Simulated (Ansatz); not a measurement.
`BC(F)Cl`. The species carries charge 0 and has multiplicity 1. The geometry is a stationary point of PBE0-D4/def2-TZVP.

```xyz
7

B     0.851    0.067   -0.174
C    -0.634    0.250    0.233
F    -1.515    0.812   -0.601
Cl   -0.516   -1.589   -0.089
H     1.654   -0.116    0.687
H     1.142    0.236   -1.315
H    -0.982    0.339    1.259
```

**Question.** What is the dipole moment at r2SCAN/def2-TZVPP? (An estimate is asked.)

**Answer.** Ansatz gave: 1.29 D, with components (-0.35, 0.17, 1.23) D in this frame, pointing from negative to positive charge.

**Question.** And with PBE, B3LYP, ωB97M-V? (An estimate is asked.)

**Answer.** The calculation gave: PBE 1.26 D, B3LYP 1.30 D, ωB97M-V 1.31 D.

**Question.** Give the Mulliken charges with r2SCAN, B3LYP, ωB97M-V in def2-TZVPP. (Estimate.)

**Answer.** Computed: 
```
atom  r2SCAN  B3LYP  ωB97M-V
  B1   -0.14  -0.20    -0.30
  C2    0.25   0.21     0.16
  F3   -0.17  -0.18    -0.17
 Cl4   -0.08  -0.08    -0.03
  H5    0.02   0.04     0.09
  H6    0.03   0.05     0.10
  H7    0.11   0.15     0.16
```

B3LYP here is the variant with VWN-RPA as its local correlation; programs differ in this.
